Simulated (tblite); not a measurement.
Compound: C4H14N2OSi.
Atom-mapped SMILES: `[CH3:1][CH2:2][CH2:3][NH:4][Si@:5]([CH3:6])([NH2:7])[OH:8]` (hydrogens: H9, H10, H11 on C1; H12, H13 on C2; H14, H15 on C3; H16 on N4; H17, H18, H19 on C6; H20, H21 on N7; H22 on O8)

Computed with GFN2-xTB (tblite), gas phase: L-BFGS steps from a force-field or distance-geometry start until the largest atomic force falls under 0.01 eV/Å.

Step 116: E = -746.0843 eV
```
atom  x, y, z in Å  |  force x, y, z in eV/Å
C1     -3.3279   -0.5029   -0.4673    0.012  -0.009  -0.018
C2     -2.1727    0.4730   -0.2699   -0.041   0.004  -0.013
C3     -0.9215   -0.2320    0.2531   -0.006  -0.003  -0.004
N4      0.1474    0.7055    0.5102    0.025  -0.028  -0.018
Si5     1.8243    0.3234    0.3692    0.018  -0.015  -0.001
C6      2.1108   -0.2039   -1.4391    0.029   0.000  -0.004
N7      2.3724   -0.7883    1.5774    0.000  -0.018   0.010
O8      2.6995    1.6545    0.7401   -0.061   0.077  -0.011
H9     -3.0591   -1.2872   -1.1720    0.058   0.028  -0.016
H10    -3.5891   -0.9803    0.4756   -0.022   0.050  -0.009
H11    -4.2041    0.0112   -0.8563    0.003   0.010   0.052
H12    -2.4598    1.2465    0.4458   -0.050   0.011  -0.009
H13    -1.9329    0.9659   -1.2143   -0.008  -0.011   0.025
H14    -0.5756   -0.9453   -0.4950    0.050  -0.021   0.001
H15    -1.1846   -0.7963    1.1594    0.016  -0.030   0.013
H16    -0.0904    1.3234    1.2721   -0.057   0.030   0.011
H17     1.6487    0.4888   -2.1353   -0.026  -0.011  -0.004
H18     1.7095   -1.1907   -1.6454   -0.004  -0.004   0.003
H19     3.1724   -0.2316   -1.6678    0.001  -0.020   0.010
H20     2.0571   -1.7431    1.5464   -0.022  -0.002  -0.034
H21     3.3401   -0.7575    1.8491    0.039   0.039  -0.009
H22     2.4250    2.4861    0.3618    0.047  -0.075   0.024
```

Step 117: E = -746.0850 eV
```
atom  x, y, z in Å  |  force x, y, z in eV/Å
C1     -3.3288   -0.5031   -0.4645    0.012  -0.007  -0.009
C2     -2.1720    0.4720   -0.2738   -0.022  -0.008  -0.002
C3     -0.9201   -0.2331    0.2493   -0.003  -0.008   0.001
N4      0.1476    0.7046    0.5113    0.011  -0.018  -0.005
Si5     1.8252    0.3239    0.3717    0.011  -0.013   0.002
C6      2.1105   -0.2009   -1.4385    0.018  -0.018  -0.003
N7      2.3726   -0.7894    1.5791   -0.004   0.005  -0.004
O8      2.6964    1.6565    0.7467   -0.024  -0.012   0.024
H9     -3.0613   -1.2912   -1.1655    0.048   0.030  -0.012
H10    -3.5898   -0.9739    0.4818   -0.018   0.041  -0.010
H11    -4.2050    0.0110   -0.8531    0.002   0.008   0.040
H12    -2.4569    1.2496    0.4383   -0.045   0.006  -0.003
H13    -1.9335    0.9599   -1.2207   -0.005  -0.004   0.013
H14    -0.5708   -0.9439   -0.5003    0.037  -0.012   0.007
H15    -1.1830   -0.8014    1.1536    0.012  -0.020   0.003
H16    -0.0932    1.3216    1.2739   -0.045   0.012  -0.009
H17     1.6438    0.4919   -2.1322   -0.014  -0.015   0.000
H18     1.7093   -1.1886   -1.6457    0.008   0.019   0.012
H19     3.1717   -0.2277   -1.6705   -0.012  -0.014   0.012
H20     2.0519   -1.7425    1.5491   -0.012  -0.004  -0.031
H21     3.3410   -0.7613    1.8494    0.030   0.030  -0.011
H22     2.4338    2.4851    0.3582    0.014   0.000  -0.013
```

Step 118: E = -746.0857 eV
```
atom  x, y, z in Å  |  force x, y, z in eV/Å
C1     -3.3296   -0.5026   -0.4631    0.004  -0.002  -0.004
C2     -2.1722    0.4710   -0.2743    0.005  -0.015   0.015
C3     -0.9196   -0.2350    0.2481    0.001  -0.012   0.006
N4      0.1476    0.7030    0.5116   -0.006  -0.008   0.004
Si5     1.8257    0.3245    0.3727   -0.005  -0.007   0.000
C6      2.1119   -0.1991   -1.4375    0.005  -0.022  -0.003
N7      2.3722   -0.7904    1.5788   -0.005   0.000  -0.003
O8      2.6945    1.6580    0.7489   -0.008  -0.039   0.041
H9     -3.0608   -1.2928   -1.1611    0.032   0.026  -0.013
H10    -3.5934   -0.9682    0.4846   -0.010   0.025  -0.004
H11    -4.2050    0.0125   -0.8520    0.003   0.003   0.021
H12    -2.4571    1.2501    0.4361   -0.034   0.003   0.006
H13    -1.9332    0.9578   -1.2211   -0.003   0.001  -0.004
H14    -0.5674   -0.9447   -0.5018    0.018   0.001   0.009
H15    -1.1813   -0.8064    1.1516    0.008  -0.003  -0.009
H16    -0.0972    1.3229    1.2711   -0.031   0.001  -0.018
H17     1.6433    0.4922   -2.1313   -0.011  -0.011  -0.001
H18     1.7124   -1.1874   -1.6444    0.005   0.014   0.012
H19     3.1726   -0.2249   -1.6700    0.002  -0.010   0.009
H20     2.0490   -1.7428    1.5464    0.000   0.006  -0.025
H21     3.3406   -0.7632    1.8493    0.025   0.021  -0.011
H22     2.4366    2.4846    0.3550    0.004   0.028  -0.026
```

Step 119: E = -746.0866 eV
```
atom  x, y, z in Å  |  force x, y, z in eV/Å
C1     -3.3276   -0.5005   -0.4702   -0.001   0.000   0.010
C2     -2.1719    0.4721   -0.2687    0.020  -0.016   0.028
C3     -0.9204   -0.2375    0.2539    0.010  -0.012   0.012
N4      0.1477    0.6990    0.5187   -0.025   0.011   0.019
Si5     1.8261    0.3240    0.3738   -0.019   0.000   0.003
C6      2.1082   -0.2030   -1.4363   -0.006  -0.024  -0.004
N7      2.3786   -0.7889    1.5792   -0.009   0.007  -0.012
O8      2.6917    1.6620    0.7415    0.000  -0.061   0.053
H9     -3.0498   -1.2873   -1.1687    0.003   0.025  -0.002
H10    -3.6019   -0.9670    0.4746    0.013   0.010  -0.018
H11    -4.2004    0.0168   -0.8619    0.008  -0.002  -0.004
H12    -2.4644    1.2466    0.4445   -0.005  -0.010   0.004
H13    -1.9272    0.9658   -1.2105   -0.008  -0.004  -0.005
H14    -0.5645   -0.9460   -0.4963   -0.012   0.012   0.009
H15    -1.1820   -0.8123    1.1561    0.005   0.018  -0.023
H16    -0.1007    1.3248    1.2728   -0.008  -0.019  -0.032
H17     1.6418    0.4896   -2.1306   -0.002  -0.012   0.003
H18     1.7045   -1.1896   -1.6434    0.004   0.014   0.019
H19     3.1687   -0.2342   -1.6679    0.006  -0.005   0.001
H20     2.0580   -1.7421    1.5429    0.009   0.007  -0.017
H21     3.3476   -0.7589    1.8475    0.019   0.016  -0.012
H22     2.4274    2.4858    0.3467    0.000   0.045  -0.033
```

Question: Estimate the geometry and energy of step 120. (The exact step hangs on the optimiser's Hessian estimate; all steps are aligned on step 119, rigid shifts and turns removed.)

Answer: E = -746.0871 eV, largest force 0.049 eV/Å
```
atom  x, y, z in Å  |  force x, y, z in eV/Å
C1     -3.3253   -0.4996   -0.4757   -0.003   0.005   0.005
C2     -2.1724    0.4736   -0.2633    0.019  -0.009   0.023
C3     -0.9218   -0.2377    0.2596    0.007  -0.003   0.010
N4      0.1473    0.6978    0.5224   -0.021   0.012   0.016
Si5     1.8255    0.3235    0.3733   -0.028   0.003  -0.002
C6      2.1067   -0.2072   -1.4357   -0.004  -0.017  -0.001
N7      2.3823   -0.7879    1.5775   -0.002  -0.004  -0.002
O8      2.6911    1.6631    0.7342   -0.012  -0.023   0.041
H9     -3.0413   -1.2811   -1.1775   -0.009   0.018   0.001
H10    -3.6046   -0.9703    0.4652    0.019  -0.004  -0.011
H11    -4.1971    0.0188   -0.8677    0.005   0.000  -0.017
H12    -2.4715    1.2430    0.4528    0.011  -0.012   0.006
H13    -1.9242    0.9737   -1.2011   -0.010  -0.007  -0.001
H14    -0.5658   -0.9466   -0.4899   -0.019   0.008   0.002
H15    -1.1842   -0.8118    1.1619    0.007   0.017  -0.017
H16    -0.1017    1.3272    1.2731   -0.002  -0.015  -0.024
H17     1.6439    0.4855   -2.1320   -0.001  -0.005   0.000
H18     1.7001   -1.1923   -1.6423    0.001  -0.001   0.019
H19     3.1678   -0.2421   -1.6643    0.005  -0.005  -0.005
H20     2.0662   -1.7426    1.5383    0.011   0.009  -0.013
H21     3.3514   -0.7543    1.8458    0.012   0.016  -0.014
H22     2.4174    2.4864    0.3433    0.014   0.018  -0.016
```

The energy changes by -0.0004 eV. The first-order estimate −F·Δx gives -0.0006 eV and the mean of the old and new forces, exact on a quadratic surface, -0.0004 eV. The step makes an angle of 84° with the force vector and moves no atom by more than 0.014 Å.

What follows is the cost of the whole relaxation. Hardware: one thread of an Intel Xeon at 2.50 GHz, shared host with 64 logical CPUs at a one-minute load of 63. Cost: 4.7 s.
